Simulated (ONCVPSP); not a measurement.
# boron, ONCV: configuration errors across variants

- Element: B
- Generator: ONCVPSP 4.0.1
- Type: optimised norm-conserving Vanderbilt (ONCV)
- Functional: LDA (Perdew-Zunger)
- Relativity: scalar-relativistic
- Frozen core: [He]
- Valence charge: 3
- Reference configuration: 2s2 2p0.5 (charge +0.5)
- Partial waves: 2s: rc 1.35 bohr, ncon 5, nbas 8, qcut 5.3 1/bohr, local; 2p: rc 2.50 bohr, ncon 4, nbas 9, qcut 6.1 1/bohr, 2 projectors, debl 3 Ha
- Local potential: the s channel
- Core correction: Teter function, fcfact 5.75, rcfact 1.35

All-electron excitation energies from the reference (eV): (1) 2s2 2p1 -2.943; (2) 2s2 2p0 5.384; (3) 2s1 2p0 30.688; (4) 2s1 2p1 11.340.

Errors AE − PS in meV (a dash: test not solved or not reliable):

| change | (1) | (2) | (3) | (4) | bound ghosts | GHOST(+) flags above zero |
| --- | --- | --- | --- | --- | --- | --- |
| base | +4.6 | +12 | +72 | -10 | none | none |
| s: rc 1.9 | +5.2 | +14 | +70 | -12 | none | none |
| all radii but the core radius scaled by about 0.83 (s 1.12, p 2.06 bohr) | +2.8 | +7.6 | +52 | -2.7 | none | none |
| core correction Teter function, fcfact 5.6, rcfact 1.35 | +4.6 | +12 | +73 | -10 | none | none |

Problem. Give the same row for: s: qcut 3.9; p: qcut 4.5.

Solution. +8.3, +22, +110, -26; bound ghosts: none; GHOST(+) flags above zero: none.
